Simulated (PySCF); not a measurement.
**Core-level binding energies of `Cc1cc[se]n1`**

Species: C4H5NSe.
Geometry (PBE0-D3(BJ)/def2-SVP, Å), atoms numbered from 1 in this order:
```
atom  x, y, z in Å
C1    -1.7274   -0.0275    0.0126
C2    -0.2719    0.3046   -0.1033
C3     0.7729   -0.6392    0.2006
C4     2.0236   -0.1245    0.0268
Se5    1.8827    1.6268   -0.5450
N6     0.0808    1.5027   -0.4963
H7    -1.9842   -0.3099    1.0458
H8    -2.3308    0.8413   -0.2784
H9    -1.9891   -0.8777   -0.6370
H10    0.5783   -1.6603    0.5349
H11    2.9759   -0.6312    0.1873
```

Computed with delta-SCF UKS SCAN, pcX-2 on the ionised atom, pcseg-1 elsewhere, spin-free X2C (PySCF). Each binding energy is the total energy of the core-ionised species, with the hole localised on one atom, minus that of the ground state; both are solved self-consistently, so orbital relaxation is included.

Q: What binding energy does each computed site have?

A: 
```tsv
atom(s)	environment	level	binding energy (eV)	above the level's lowest (eV)	count
C1	benzylic-type carbon	C 1s	290.87	+0.40	1
C2	substituted aromatic carbon	C 1s	291.42	+0.95	1
C3	aromatic CH carbon	C 1s	290.47	0.00	1
C4	aromatic CH carbon	C 1s	290.92	+0.45	1
N6	pyridine-type nitrogen	N 1s	404.38	0.00	1
```

The listed C 1s values span 0.95 eV, from C3 (bonded to 2 C (aromatic in the SMILES) and H) to C2 (bonded to N (aromatic in the SMILES), C (aromatic in the SMILES) and C). The widest gap between neighbouring values is 0.50 eV, between 290.92 and 291.42 eV.

Q: Which photon wavelength matches the C 1s of C3 threshold?

A: λ = hc/E = 12398.42 eV Å / 290.47 eV = 42.684 Å.

No level of selenium is listed. Geometry: PBE0-D3(BJ)/def2-SVP; no solvent, vibrations or thermal averaging.
